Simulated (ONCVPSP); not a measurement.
**Pt (Z = 78): one change to an ONCV potential, before and after**

platinum (Pt), optimised norm-conserving Vanderbilt (ONCV), made with ONCVPSP 4.0.1 (LDA (Perdew-Zunger), fully relativistic). Core [Kr] 4d10, reference 4f13 5s2 5p6 5d10 6s1. Waves: 5s+6s: rc 1.55 bohr, ncon 4, nbas 7, qcut 7 1/bohr, 2 projectors; 5p: rc 1.85 bohr, ncon 3, nbas 6, qcut 7.8 1/bohr, 2 projectors, debl 1.2 Ha; 5d: rc 2.30 bohr, ncon 4, nbas 9, qcut 6.9 1/bohr, 2 projectors, debl 2.2 Ha; 4f: rc 0.80 bohr, ncon 3, nbas 8, qcut 19.2 1/bohr, 2 projectors, debl 3.1 Ha. Local part: polynomial inside 0.55 bohr (lpopt 5, dvloc0 0 Ha). Core correction: Teter function, fcfact 5, rcfact 1.7.

Open shells are filled in proportion to 2j + 1.

In the p channel the program set the typed energies aside and used -2.008, 0.250 Ha (j = l + 1/2; the other j can differ).

All-electron outer shells of the reference configuration (LDA (Perdew-Zunger), scalar-relativistic, ld1.x):

| shell | level (eV) | outermost node (bohr) | outermost maximum (bohr) |
| --- | --- | --- | --- |
| 4d | -318.16 | 0.20 | 0.42 |
| 5s | -106.01 | 0.49 | 0.85 |
| 4f | -81.32 | – | 0.38 |
| 5p | -58.93 | 0.52 | 0.97 |
| 5d | -7.22 | 0.57 | 1.23 |
| 6s | -5.94 | 1.13 | 2.35 |

Change: scalar-relativistic. In the p channel the program set the typed energies aside and used -2.166, 0.250 Ha.

Cutoffs: the cutoffs (Ha) at which the residual kinetic energy of the hardest occupied pseudo-wave falls to 1 and 0.1 mHa per electron; they do not see the model core or the augmentation charge, which bear on the density cutoff. Errors are all-electron minus pseudo energies relative to the spin-unpolarised reference configuration.

**Question.** Predict the effect on cutoff, ghosts and configuration errors.

**Answer.** The potential gets neither clearly harder nor softer (174 Ha and 365 Ha → 174 Ha and 362 Ha); both files keep a bound ghost (d, p, s); of the 4 tests that both files solve, the error grows in 4 and shrinks in 0 by more than 15 % and 0.3 meV (median size 218.4 → 274.6 meV).

| quantity | base | changed |
| --- | --- | --- |
| cutoff, loose | 174 Ha | 174 Ha |
| cutoff, tight | 365 Ha | 362 Ha |
| loose cutoff by channel | s 20 Ha, p 18 Ha, d 17 Ha, f 174 Ha | s 20 Ha, p 16 Ha, d 16 Ha, f 174 Ha |
| bound ghosts | s, p3/2, d5/2, p1/2, d3/2 | s, p, d |
| GHOST(+) flags under 300 eV | s at 192.2 eV | none |
| error for 4f14 5s2 5p6 5d9 6s1, meV [ΔE -68.79 → -69.15 eV] | -318 | -370 |
| error for 4f14 5s2 5p6 5d9 6s0, meV [ΔE -59.23 → -59.60 eV] | -171 | -225 |
| error for 4f14 5s2 5p6 5d8 6s0, meV [ΔE -38.96 → -39.34 eV] | -265 | -324 |
| error for 4f14 5s2 5p6 5d10 6s0, meV [ΔE -68.76 → -69.09 eV] | -125 | -179 |
| s: phases at 1.58 bohr within 0.05 rad from the reference energy up to (Ha; the scan ends near 5) | to the end of the scan | to the end of the scan |
| rms error of d²Exc/dni dnj with the model core, mHa | 2.03 | 2.99 |

 A true bound ghost makes a file unfit for plane-wave use even where its test errors are small: the radial tests pick states by their node count and pass the ghost by.
